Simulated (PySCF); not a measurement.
## C₆ coefficients of unlike pairs at PBE

Calculated with PySCF 2.14 from the dipole response of each species, C₆(A,B) = (3/π) ∫ α_A(iu) α_B(iu) du, in atomic units, from isotropic polarisabilities. For ions this is the dispersion term alone; charge-induced terms of lower order in 1/R come first.

| species | configuration | basis | relativity | α (bohr³) | C₆ (like pair) |
| --- | --- | --- | --- | --- | --- |
| Ca(2+) | [Ar] (1S) | dyall-av3z (25s18p5d4f) | spin-free X2C | 3.269 | 10.93 |
| Zr | [Kr] 4d2 5s2 (3F) | aug-cc-pVDZ-PP with ECP28MDF (5s5p4d2f) | core potential | 121.2 | 1691 |
| Tl | [Xe] 4f14 5d10 6s2 6p1 (2P) | aug-cc-pVQZ-PP with one added diffuse shell each of s, p, d, f, g type with ECP60MDF (8s8p6d4f3g) | core potential | 86.27 | 891.5 |
| Si+ | [Ne] 3s2 3p1 (2P) | aug-cc-pCVQZ-DK (10s9p7d5f3g) | spin-free X2C | 19.05 | 100.6 |

Problem. Estimate C₆ for Tl with Ca(2+).

Solution. The integral gives 74.01. The combination rule 2 C_A C_B / (C_A α_B/α_A + C_B α_A/α_B) gives 60.48 and the geometric mean 98.73.

No spin-orbit coupling is included.

The other pairs:

```tsv
pair	C₆
Si+, Zr	385.2
Zr, Ca(2+)	91.35
Si+, Ca(2+)	27.60
Tl, Zr	1219
Si+, Tl	287.3
```
